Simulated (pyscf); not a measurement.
## Insertion: Cl–GeH(Cl)–Cl (SMILES [Cl][GeH]([Cl])[Cl]) + GeH₂ (SMILES [GeH2]) [singlet] -> Cl–GeH₂–GeH(Cl)–Cl (SMILES [Cl][GeH2][GeH]([Cl])[Cl])

Gas phase, singlet surface, charge 0. Bonds broken: Cl1–Ge2. Bonds formed: Cl1–Ge6, Ge2–Ge6. Single points on ωB97X-D3(BJ)/def2-SVP structures (PySCF, gas phase).

Transition state (Å):

```xyz
8

Cl    -0.2035     1.0863     1.3807
Ge     0.2413     0.1303    -0.6433
Cl     1.1082     1.9372    -1.4815
Cl    -1.4823    -0.0778    -1.8998
H      1.4014    -0.8496    -0.7288
Ge    -0.9707    -1.3048     1.2883
H     -2.4476    -1.0243     1.6934
H     -0.3469    -1.7307     2.6545
```

One imaginary mode, 123i cm⁻¹; descent along it reached the two sides named, in the forms told below.

```tsv
bond	change	reactant side (Å)	saddle	product side
Cl1–Ge2	breaks	2.174	2.282	3.6
Cl1–Ge6	forms	2.7	2.513	2.163
Ge2–Ge6	forms	3.4	2.7	2.394
```

Electronic energies relative to the separated reactants (kJ/mol):

```json
[
 {"level": "ωB97X-D3(BJ)/def2-TZVP", "barrier": "-35.3", "reaction energy": "-223.3", "reverse barrier": "188.0"},
 {"level": "PBE/def2-TZVP", "barrier": "-32.7", "reaction energy": "-194.9", "reverse barrier": "162.2"},
 {"level": "r²SCAN/def2-TZVP", "barrier": "-35.5", "reaction energy": "-211.1", "reverse barrier": "175.6"},
 {"level": "B3LYP-D3(BJ)/def2-TZVP", "barrier": "-16.9", "reaction energy": "-191.8", "reverse barrier": "174.9"},
 {"level": "PBE0-D3(BJ)/def2-TZVP", "barrier": "-33.5", "reaction energy": "-211.6", "reverse barrier": "178.1"},
 {"level": "M06-2X/def2-TZVP", "barrier": "-16.3", "reaction energy": "-188.7", "reverse barrier": "172.4"},
 {"level": "ωB97M-D3(BJ)/def2-TZVP", "barrier": "-5.4", "reaction energy": "-184.3", "reverse barrier": "178.9"},
 {"level": "HF/def2-TZVP", "barrier": "56.6", "reaction energy": "-167.6", "reverse barrier": "224.2"}
]
```

With ωB97M-D3(BJ)/def2-TZVP energies and thermal terms (ideal gas, 1 atm, RRHO with modes under 100 cm⁻¹ raised to 100, one conformer, R ln 2 for chiral ones without a mode under 150 cm⁻¹), in kJ/mol:

| T (K) | ΔH‡ | ΔG‡ | ΔH | ΔG |
|---|---|---|---|---|
| 298 | 0.1 | 47.1 | -172.3 | -127.8 |
| 600 | 1.5 | 94.2 | -169.5 | -83.7 |
| 900 | 3.5 | 140.1 | -165.6 | -41.6 |
| 1200 | 5.7 | 185.3 | -161.3 | -0.9 |

On the reactant side the descent ends in a bound adduct, 47.1 kJ/mol under the separated species and 11.8 kJ/mol under the saddle at ωB97X-D3(BJ)/def2-TZVP. At ωB97X-D3(BJ)/def2-TZVP, PBE, r²SCAN, B3LYP-D3(BJ), PBE0-D3(BJ), M06-2X, ωB97M-D3(BJ) the saddle lies under the separated reactants, which points to a path from their complex (located at ωB97X-D3(BJ) alone). One saddle was located; it need not be the lowest between these sides. Elements up to Kr have no core potential and no relativistic terms here.
